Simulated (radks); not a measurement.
As5+, configuration [Ar] 3d10. Method: Dirac Kohn-Sham, exchange-only PBE, spin-unpolarised, spherical densities, finite nucleus; Fermi nuclear charge, rms radius 4.0968 fm; computed with a radial shooting solver on a logarithmic mesh with Libxc functionals.

Spin-orbit splittings of the eigenvalues, e(l+1/2) - e(l-1/2), with zeta = 2 splitting/(2l+1) and mean radii in bohr:

shell  occ.  splitting (eV)  zeta (eV)  <r> j=l-1/2  <r> j=l+1/2
2p        6           36.60      24.40       0.1746       0.1783
3p        6           5.052      3.368       0.6080       0.6184
3d       10          0.7469     0.2988       0.6600       0.6641
